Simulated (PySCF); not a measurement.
The numbers are results of PySCF 2.14.0 with PBE-D3(BJ)/def2-TZVP // PBE0-D3(BJ)/def2-TZVP, not measurements. Isolated molecules, 0 K electronic values unless said otherwise. One relaxed conformer stands for a flexible species; it need not be the lowest. Excitations are Tamm–Dancoff values on a coarser integration grid. The basis has no diffuse functions, so Rydberg states are missing or too high.

Reference species (SMILES): `S[SiH](S)S` (neutral, multiplicity 1).

S1–T1 gap (TDA): 0.29 eV
HOMO–LUMO gap: 5.41 eV

Changed species: `S[Si](S)(S)S` (0 of 4 SH replaced by H; the reference has 1 of 4 SH replaced by H).

**Question.** Predict the effect on the S1–T1 gap (TDA) and HOMO–LUMO gap.

**Answer.** the S1–T1 gap (TDA) hardly moves; the HOMO–LUMO gap drops by 0.39 eV, to 5.02 eV.
